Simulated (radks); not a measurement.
Results of a calculation; reference values are marked as such.
Spherical quantum dot in the effective-mass picture: electrons in a well V = -V0 / (1 + exp((r - R)/a)) with V0 = 8.99, R = 3.49, a = 0.39, all in effective atomic units (hartree* = m*/eps^2 hartree, bohr* = eps/m* bohr), one dielectric constant everywhere. Level of theory: non-relativistic Kohn-Sham, LDA (Slater exchange, Perdew-Wang correlation), spin-polarised, spherical densities (a radial shooting solver with Libxc functionals). Levels are named by radial order and angular momentum (1s, 1p, 1d, 2s, ...), and open shells are averaged over m.

N = 16, configuration 1s2 1p6 1d(up 5, down 3). This is the lowest configuration that the search found. Occupied and some empty levels:

level    occupation  eigenvalue (hartree*)  <r> (bohr*)
1s up             1                -2.1117        2.061
1s down           1                -2.0832        2.054
1p up             3                -1.8139        2.259
1p down           3                -1.7830        2.258
1d up             5                -1.3687        2.415
1d down           3                -1.3371        2.415
2s up             0               -0.84465        1.801
2s down           0               -0.82782        1.802
1f up             0               -0.80683        2.547
1f down           0               -0.77553        2.549
2p up             0               -0.18652        2.111
2p down           0               -0.16630        2.111

Energy (hartree*): total -74.0661, kinetic 13.381, external -131.03, Hartree 50.291, exchange-correlation -6.7089.

Electron density:

r (bohr*)  n(r) (e/bohr*^3)
0.0951              0.02384
0.334               0.02767
0.573               0.03655
0.812               0.05184
1.05                0.07461
1.29                 0.1044
1.53                 0.1379
1.77                 0.1680
2.01                 0.1845
2.25                 0.1780
2.48                 0.1468
2.72                 0.1004
2.96                0.05539
3.20                0.02429
3.44               0.008504
3.68               0.002450
3.92              0.0006095
4.16              0.0001380
4.40             0.00003002
4.63              6.359e-06
